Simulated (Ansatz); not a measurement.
Consider the atomization: `C[C@@H]1CCCC[C@H]1C` → 8 C• + 16 H•.

Gas-phase electronic energies from Ansatz, PBE0-D4/def2-TZVP geometries. CBS: MP2 limit from def2 TZ/QZ plus the TZ coupled-cluster correction, frozen cores. This one scheme is used for every species, atoms too. Functionals use def2-TZVPP. No spin–orbit coupling; open shells (•) take unrestricted orbitals. Spin–orbit coupling would lower the free atoms: a little for C.

| level | ΔE (kcal/mol) |
| --- | --- |
| r2SCAN-D4 | 2359.0 |
| ωB97M-V | 2360.4 |
| B2PLYP | 2329.3 |
| r2SCAN | 2355.0 |
| PBE0 | 2363.2 |
| HF/def2-TZVPP | 1785.7 |
| SCS-MP2/def2-TZVPP | 2321.7 |
| CCSD(T)/def2-TZVPP | 2306.3 |

(1) What does CCSD(T)/CBS give? (An estimate is asked.)

Largest T1 diagnostic among the species: 0.009.

## Answers

(1) The calculation gave: +2353.1 kcal/mol. The listed levels differ from it by 5.9, 7.3, -23.8, 1.9, 10.1, -567.4, -31.4, -46.8 kcal/mol.

From PBE to PBE0 (25 % exact exchange), in def2-TZVPP and without D4, ΔE moves by −19.9 kcal/mol: exact exchange takes away binding that semilocal exchange gives to molecules. The D4 term adds +23.0 kcal/mol with B3LYP and +12.5 kcal/mol with PBE0; it sums over pairs of atoms, weighted by their polarisabilities, and B3LYP, whose exchange is more repulsive, gets the larger term. In def2-TZVPP, CCSD(T) changes the Hartree–Fock value by +520.6 kcal/mol (the triples alone add +28.1 kcal/mol) and MP2 by +545.6 kcal/mol; breaking electron pairs costs correlation energy, which Hartree–Fock lacks.

B3LYP here is the variant with VWN-RPA as its local correlation; programs differ in this.

For atomizations the MP2-based limit and the directly extrapolated one differ by several kJ/mol either way, and by 10 to 25 for some Ge, Se and Sn compounds, so smaller differences from it don't rank the levels.
